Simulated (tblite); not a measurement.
Compound: C₈H₁₂.
SMILES with atom numbers: `[CH3:1][C@@H:2]1[CH2:3][C@@H:4]2[CH:5]=[CH:6][C@H:7]1[CH2:8]2` (hydrogens: H9, H10, H11 on C1; H12 on C2; H13, H14 on C3; H15 on C4; H16 on C5; H17 on C6; H18 on C7; H19, H20 on C8)

Computed with GFN2-xTB (tblite), gas phase: Langevin dynamics at 300 K from the optimised GFN2-xTB geometry, time step 0.5 fs, friction 0.01 fs⁻¹, 2000 steps. The instantaneous temperature is 2·E(kin)/(3Nk) with all 3N coordinates.

```csv
t (fs),T (K),E(pot) above start (eV),C1–C2 (Å),C2–C3 (Å),C3–C4 (Å),C4–C5 (Å),C5=C6 (Å),C1–H9 (Å)
0,246,0.000,1.522,1.544,1.547,1.507,1.326,1.087
25,190,0.525,1.500,1.557,1.530,1.519,1.375,1.053
50,242,0.356,1.535,1.573,1.549,1.517,1.326,1.106
75,158,0.656,1.505,1.538,1.530,1.504,1.310,1.117
100,318,0.394,1.548,1.519,1.532,1.492,1.324,1.093
125,197,0.674,1.576,1.586,1.529,1.466,1.334,1.048
150,241,0.651,1.521,1.522,1.554,1.476,1.347,1.081
175,223,0.822,1.517,1.519,1.588,1.469,1.340,1.140
200,319,0.564,1.539,1.575,1.552,1.504,1.358,1.102
225,288,0.725,1.502,1.579,1.522,1.517,1.324,1.045
250,255,0.716,1.490,1.567,1.554,1.502,1.307,1.085
275,315,0.500,1.523,1.549,1.579,1.487,1.341,1.167
300,271,0.616,1.542,1.548,1.559,1.490,1.341,1.113
325,254,0.771,1.495,1.547,1.554,1.539,1.310,1.047
350,293,0.583,1.509,1.594,1.530,1.548,1.313,1.089
375,278,0.531,1.520,1.537,1.566,1.533,1.327,1.123
400,275,0.530,1.490,1.558,1.532,1.513,1.357,1.126
425,275,0.498,1.536,1.558,1.568,1.554,1.331,1.031
450,298,0.639,1.483,1.532,1.525,1.456,1.297,1.079
475,251,0.685,1.521,1.579,1.576,1.485,1.329,1.151
500,254,0.605,1.519,1.566,1.510,1.524,1.342,1.116
525,248,0.534,1.531,1.522,1.510,1.512,1.346,1.039
550,275,0.369,1.550,1.529,1.553,1.479,1.337,1.054
575,226,0.604,1.531,1.561,1.576,1.466,1.323,1.149
600,208,0.617,1.502,1.535,1.580,1.492,1.314,1.123
625,253,0.461,1.537,1.513,1.549,1.499,1.306,1.037
650,242,0.474,1.567,1.585,1.575,1.499,1.338,1.072
675,296,0.565,1.496,1.560,1.556,1.528,1.357,1.114
700,267,0.732,1.477,1.528,1.532,1.511,1.348,1.075
725,262,0.765,1.538,1.553,1.545,1.545,1.305,1.068
750,289,0.668,1.535,1.526,1.535,1.566,1.312,1.104
775,249,0.687,1.501,1.525,1.503,1.542,1.371,1.096
800,280,0.667,1.573,1.524,1.570,1.505,1.357,1.083
825,298,0.643,1.554,1.533,1.535,1.553,1.312,1.070
850,297,0.679,1.538,1.561,1.539,1.538,1.325,1.072
875,328,0.731,1.492,1.497,1.639,1.529,1.331,1.129
900,312,0.782,1.550,1.560,1.620,1.492,1.319,1.088
925,344,0.634,1.563,1.563,1.474,1.546,1.315,1.036
950,273,0.734,1.521,1.510,1.506,1.590,1.337,1.097
975,232,0.767,1.541,1.537,1.624,1.528,1.342,1.129
1000,279,0.619,1.545,1.524,1.549,1.473,1.336,1.073
```

**Question.** From 500 fs on, how do temperature and potential energy compare with equipartition?

**Answer.** The mean temperature of these 21 frames is 272 K against the target 300 K, and the mean potential energy 0.64 eV against 54 × kT/2 = 0.70 eV for 54 classical harmonic modes. For 20 atoms in a canonical ensemble the temperature itself scatters by T·√(2/(3N)) = 55 K; here its standard deviation is 33 K. The whole run lasts only 10 friction times of 100 fs, so these averages carry a wide statistical error.

**Question.** What are the kinetic and total energies of the listed frame with the highest potential energy?

**Answer.** The one at 175 fs, 0.822 eV above the start. Its kinetic energy is 3NkT/2 = 0.577 eV at 223 K, so the sum is 1.40 eV; over the listed frames the sum runs from 0.64 to 1.59 eV, since the thermostat adds and removes energy.

**Question.** How much do the listed bonds fluctuate from 500 fs on?

**Answer.** 
```json
{"bond": "C1–C2", "at the start (Å)": "1.522", "mean (Å)": "1.531", "standard deviation (Å)": "0.025"}
{"bond": "C2–C3", "at the start (Å)": "1.544", "mean (Å)": "1.539", "standard deviation (Å)": "0.022"}
{"bond": "C3–C4", "at the start (Å)": "1.547", "mean (Å)": "1.551", "standard deviation (Å)": "0.041"}
{"bond": "C4–C5", "at the start (Å)": "1.507", "mean (Å)": "1.520", "standard deviation (Å)": "0.031"}
{"bond": "C5=C6", "at the start (Å)": "1.326", "mean (Å)": "1.332", "standard deviation (Å)": "0.018"}
{"bond": "C1–H9", "at the start (Å)": "1.087", "mean (Å)": "1.087", "standard deviation (Å)": "0.031"}
```

The motion is classical and holds no zero-point motion.

What follows is the cost of the whole dynamics run. The run took 12 s on one thread of an Arm Neoverse V1, shared host with 32 logical CPUs at a one-minute load of 8.3, and the process peaked at 0.25 GiB of memory.
